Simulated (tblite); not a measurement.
A geometry optimisation, step by step.

Compound: C₆H₇NO₂Si.
SMILES with atom numbers: `[CH:1]#[C:2][CH2:3][Si@:4]([CH3:5])([C:6]#[N:7])[C:8](=[O:9])[OH:10]` (hydrogens: H11 on C1; H12, H13 on C3; H14, H15, H16 on C5; H17 on O10)

Computed with GFN2-xTB (tblite), gas phase: L-BFGS steps from a force-field or distance-geometry start until the largest atomic force falls under 0.01 eV/Å. 6 of its 92 geometries are shown.

Step 0: E = -790.4752 eV, largest atomic force 2.568 eV/Å
```
atom  x, y, z in Å  |  force x, y, z in eV/Å
C1      3.299   -0.616    0.863   -1.572   0.171   0.228
C2      2.107   -0.497    1.061    1.105  -0.145  -0.024
C3      0.681   -0.370    1.342    0.120   0.147  -0.008
Si4    -0.317    0.326   -0.139    0.776   0.084  -0.068
C5     -0.058   -0.790   -1.620    0.123  -0.026  -0.869
C6      0.246    2.077   -0.519    0.651   2.257  -0.513
N7      0.605    3.160   -0.766   -0.784  -2.382   0.554
C8     -2.146    0.346    0.336   -1.158   0.029   0.644
O9     -2.463    0.196    1.503    0.020   0.130  -0.801
O10    -3.095    0.492   -0.625    0.644  -0.065   0.975
H11     4.334   -0.708    0.684   -0.271   0.021   0.032
H12     0.514    0.290    2.202    0.243  -0.098  -0.003
H13     0.252   -1.343    1.616    0.225   0.084  -0.053
H14     1.001   -0.803   -1.926   -0.490  -0.058   0.135
H15    -0.649   -0.422   -2.475    0.273  -0.319   0.275
H16    -0.367   -1.813   -1.392    0.083   0.172  -0.162
H17    -3.952    0.487   -0.154    0.013  -0.002  -0.342
```

Step 18: E = -790.6514 eV, largest atomic force 0.134 eV/Å
```
atom  x, y, z in Å  |  force x, y, z in eV/Å
C1      3.264   -0.601    0.858   -0.043   0.001   0.007
C2      2.098   -0.481    1.100    0.089  -0.003  -0.013
C3      0.687   -0.349    1.363    0.005  -0.042   0.099
Si4    -0.299    0.286   -0.137   -0.035   0.013  -0.064
C5     -0.070   -0.795   -1.677    0.004  -0.016  -0.015
C6      0.212    2.047   -0.521    0.014   0.024   0.005
N7      0.557    3.115   -0.749   -0.041  -0.031   0.000
C8     -2.137    0.347    0.443   -0.050  -0.037   0.063
O9     -2.516    0.214    1.580    0.039   0.029  -0.103
O10    -2.980    0.512   -0.578   -0.013   0.004  -0.035
H11     4.289   -0.708    0.673    0.032   0.007  -0.010
H12     0.537    0.304    2.222    0.034   0.116   0.058
H13     0.291   -1.324    1.652   -0.009  -0.120   0.015
H14     0.980   -0.805   -1.962   -0.041  -0.012  -0.024
H15    -0.648   -0.442   -2.527    0.015   0.010   0.047
H16    -0.366   -1.823   -1.475    0.008   0.027  -0.033
H17    -3.905    0.513   -0.275   -0.008   0.031   0.004
```

Step 36: E = -790.6643 eV, largest atomic force 0.028 eV/Å
```
atom  x, y, z in Å  |  force x, y, z in eV/Å
C1      3.280   -0.595    0.857    0.007  -0.006  -0.004
C2      2.118   -0.492    1.124    0.002   0.004   0.007
C3      0.710   -0.364    1.413   -0.014  -0.002  -0.013
Si4    -0.289    0.221   -0.108   -0.002   0.011  -0.024
C5     -0.079   -0.801   -1.692   -0.005  -0.006   0.020
C6      0.181    1.994   -0.498    0.001   0.004   0.005
N7      0.467    3.076   -0.742   -0.003   0.008   0.002
C8     -2.137    0.330    0.428    0.007   0.003  -0.003
O9     -2.545    0.249    1.559   -0.014  -0.010   0.006
O10    -2.950    0.520   -0.614    0.001  -0.005   0.004
H11     4.303   -0.689    0.649    0.015   0.001  -0.002
H12     0.576    0.338    2.240    0.010   0.003  -0.007
H13     0.328   -1.331    1.752    0.005  -0.013   0.004
H14     0.962   -0.804   -2.006   -0.022   0.006   0.002
H15    -0.676   -0.394   -2.505    0.019  -0.009   0.019
H16    -0.381   -1.835   -1.543   -0.001  -0.001  -0.002
H17    -3.877    0.591   -0.325   -0.006   0.011  -0.016
```

Step 55: E = -790.6659 eV, largest atomic force 0.018 eV/Å
```
atom  x, y, z in Å  |  force x, y, z in eV/Å
C1      3.296   -0.599    0.847    0.005   0.006  -0.005
C2      2.134   -0.487    1.110   -0.011  -0.008   0.006
C3      0.728   -0.364    1.410   -0.014   0.003  -0.004
Si4    -0.293    0.222   -0.097    0.011   0.004   0.000
C5     -0.088   -0.811   -1.674   -0.001   0.003   0.009
C6      0.162    2.000   -0.482    0.003  -0.002  -0.001
N7      0.436    3.086   -0.717   -0.002   0.010   0.000
C8     -2.148    0.326    0.422    0.013   0.002  -0.012
O9     -2.583    0.220    1.540   -0.006  -0.006   0.003
O10    -2.932    0.547   -0.637    0.002   0.011   0.006
H11     4.320   -0.691    0.642    0.005   0.000  -0.009
H12     0.603    0.338    2.240   -0.002  -0.002   0.004
H13     0.354   -1.333    1.751    0.000   0.001   0.008
H14     0.950   -0.817   -1.992   -0.003  -0.006   0.004
H15    -0.687   -0.409   -2.487   -0.001  -0.007   0.002
H16    -0.393   -1.842   -1.513    0.005  -0.004  -0.012
H17    -3.866    0.628   -0.374   -0.005  -0.004   0.000
```

Step 73: E = -790.6667 eV, largest atomic force 0.017 eV/Å
```
atom  x, y, z in Å  |  force x, y, z in eV/Å
C1      3.292   -0.593    0.828   -0.002   0.003   0.000
C2      2.133   -0.492    1.109    0.008   0.015   0.003
C3      0.728   -0.363    1.417    0.005  -0.004   0.000
Si4    -0.287    0.226   -0.091   -0.006  -0.008  -0.004
C5     -0.086   -0.821   -1.660    0.001   0.000  -0.003
C6      0.158    2.006   -0.474    0.004   0.002  -0.003
N7      0.418    3.098   -0.702    0.002  -0.002  -0.002
C8     -2.145    0.322    0.413   -0.009  -0.009   0.000
O9     -2.597    0.167    1.519    0.001  -0.001   0.002
O10    -2.915    0.590   -0.645   -0.004   0.009   0.000
H11     4.313   -0.682    0.609   -0.003  -0.006  -0.001
H12     0.610    0.339    2.248    0.005  -0.003  -0.004
H13     0.352   -1.331    1.760   -0.006   0.000   0.003
H14     0.951   -0.833   -1.983    0.002   0.001   0.010
H15    -0.688   -0.428   -2.475   -0.001  -0.001   0.002
H16    -0.391   -1.851   -1.488    0.006   0.003  -0.006
H17    -3.853    0.657   -0.393   -0.002   0.002   0.001
```

Step 91: E = -790.6676 eV, largest atomic force 0.008 eV/Å
```
atom  x, y, z in Å  |  force x, y, z in eV/Å
C1      3.279   -0.585    0.798    0.000   0.001   0.001
C2      2.126   -0.482    1.100    0.002  -0.001   0.002
C3      0.725   -0.355    1.426    0.001  -0.001   0.000
Si4    -0.299    0.217   -0.084   -0.001  -0.002   0.000
C5     -0.068   -0.835   -1.646   -0.001   0.001  -0.001
C6      0.150    1.994   -0.473    0.000   0.002   0.000
N7      0.424    3.083   -0.701   -0.004   0.002  -0.004
C8     -2.162    0.303    0.408    0.000  -0.001   0.004
O9     -2.628    0.067    1.492    0.004  -0.001  -0.007
O10    -2.914    0.668   -0.634    0.001   0.001   0.005
H11     4.296   -0.676    0.562    0.001  -0.003   0.003
H12     0.615    0.355    2.250    0.000   0.000  -0.001
H13     0.353   -1.319    1.782   -0.001   0.000   0.000
H14     0.974   -0.833   -1.952    0.000   0.000   0.000
H15    -0.662   -0.451   -2.471    0.000  -0.001  -0.002
H16    -0.361   -1.868   -1.477   -0.001   0.002   0.001
H17    -3.854    0.729   -0.388    0.000   0.001   0.000
```

Question: Summarise the path.

Answer: The energy falls by 4.44 kcal/mol from step 0 to step 91; nine tenths of that is first reached at step 17. It rises by more than 0.2 meV at step 1. The largest force goes from 2.568 to 0.008 eV/Å. Among the bonds Si4–C8 changes most, from 1.889 to 1.928 Å; the atoms move by 0.157 Å rms after alignment.

Question: Follow the three bonds and two angles with the largest change from start to end.

Answer: 
| step | E above end (kcal/mol) | largest force (eV/Å) | Si4–C8 (Å) | Si4–C5 (Å) | C8–O10 (Å) | Si4–C8–O10 (°) | Si4–C8–O9 (°) |
| --- | --- | --- | --- | --- | --- | --- | --- |
| 0 | 4.44 | 2.568 | 1.889 | 1.874 | 1.359 | 120.0 | 119.4 |
| 4 | 1.91 | 0.825 | 1.922 | 1.883 | 1.333 | 119.5 | 119.8 |
| 8 | 0.92 | 0.427 | 1.936 | 1.889 | 1.335 | 116.3 | 122.6 |
| 12 | 0.59 | 0.195 | 1.932 | 1.901 | 1.335 | 113.6 | 123.9 |
| 16 | 0.46 | 0.125 | 1.932 | 1.897 | 1.335 | 112.9 | 125.0 |
| 20 | 0.31 | 0.094 | 1.923 | 1.894 | 1.335 | 111.5 | 125.8 |
| 24 | 0.20 | 0.113 | 1.927 | 1.893 | 1.335 | 111.8 | 125.8 |
| 28 | 0.10 | 0.076 | 1.928 | 1.898 | 1.335 | 112.1 | 125.3 |
| 32 | 0.08 | 0.036 | 1.929 | 1.896 | 1.336 | 112.0 | 125.6 |
| 36 | 0.08 | 0.028 | 1.928 | 1.898 | 1.335 | 112.0 | 125.6 |
| 40 | 0.07 | 0.024 | 1.927 | 1.896 | 1.335 | 111.8 | 125.8 |
| 44 | 0.06 | 0.019 | 1.929 | 1.897 | 1.336 | 111.6 | 126.0 |
| 47 | 0.05 | 0.024 | 1.929 | 1.897 | 1.336 | 111.4 | 126.0 |
| 51 | 0.05 | 0.036 | 1.929 | 1.895 | 1.336 | 111.3 | 126.2 |
| 55 | 0.04 | 0.018 | 1.929 | 1.896 | 1.336 | 111.1 | 126.3 |
| 59 | 0.03 | 0.018 | 1.929 | 1.896 | 1.336 | 111.1 | 126.4 |
| 63 | 0.03 | 0.022 | 1.929 | 1.897 | 1.336 | 111.1 | 126.4 |
| 67 | 0.03 | 0.014 | 1.928 | 1.896 | 1.336 | 111.1 | 126.4 |
| 71 | 0.02 | 0.020 | 1.928 | 1.896 | 1.336 | 111.0 | 126.5 |
| 75 | 0.02 | 0.014 | 1.928 | 1.897 | 1.336 | 110.9 | 126.6 |
| 79 | 0.02 | 0.016 | 1.928 | 1.897 | 1.336 | 110.9 | 126.6 |
| 83 | 0.01 | 0.030 | 1.928 | 1.897 | 1.336 | 111.0 | 126.5 |
| 87 | 0.00 | 0.027 | 1.928 | 1.897 | 1.336 | 110.9 | 126.5 |
| 91 | 0.00 | 0.008 | 1.928 | 1.897 | 1.336 | 110.9 | 126.5 |

The cost below is that of the whole relaxation. Hardware: one thread of an Arm Neoverse N1, shared host with 64 logical CPUs at a one-minute load of 58. Cost: 1.3 s of wall time.
